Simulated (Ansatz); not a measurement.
Reaction (isomerisation): `BOCC` → `BCOC`

Calculated with Ansatz (gas phase, PBE0-D4/def2-TZVP geometries, no zero-point term in ΔE). CCSD(T)/CBS adds triple-zeta CCSD(T) − MP2 to the extrapolated MP2 energy (def2 sets, frozen cores). Functionals use def2-TZVPP. B3LYP here is the variant with VWN-RPA as its local correlation; programs differ in this. Each species was taken in one conformer, which may not be the lowest.

Is it downhill or uphill in electronic energy at CCSD(T)/CBS, and by how much? (Best estimate.)

Computed: Uphill: ΔE = +2.10 eV.

What do these levels give: LDA (SPW92), BLYP-D4, B3LYP-D4, CAM-B3LYP-D4, LC-ωPBE, CCSD/def2-SVP? (An estimate is asked.)

The calculation gave: LDA (SPW92) 2.07, BLYP-D4 2.04, B3LYP-D4 2.05, CAM-B3LYP-D4 2.08, LC-ωPBE 2.05, CCSD/def2-SVP 2.21 eV.

What do rigid-rotor, harmonic-oscillator terms from PBE0-D4/def2-TZVP frequencies (298.15 K, 1 bar) make of the CCSD(T)/CBS value? (An estimate is asked.)

The calculation gave: ΔZPE = -0.08 eV, ΔH = +2.03 eV, ΔS = 4 J/(mol·K), ΔG = +2.02 eV.

Largest T1 diagnostic among the species: 0.013.

Leaving LDA and LC-ωPBE aside and taking each functional with its dispersion term where it has one, the values, not all of them listed here, spread over 0.10 eV, from revPBE-D4 to B2PLYP. LDA lies +0.06 eV from PBE without D4. In def2-TZVPP, CCSD(T) changes the Hartree–Fock value by +0.07 eV (the triples alone add +0.02 eV) and MP2 by +0.12 eV.
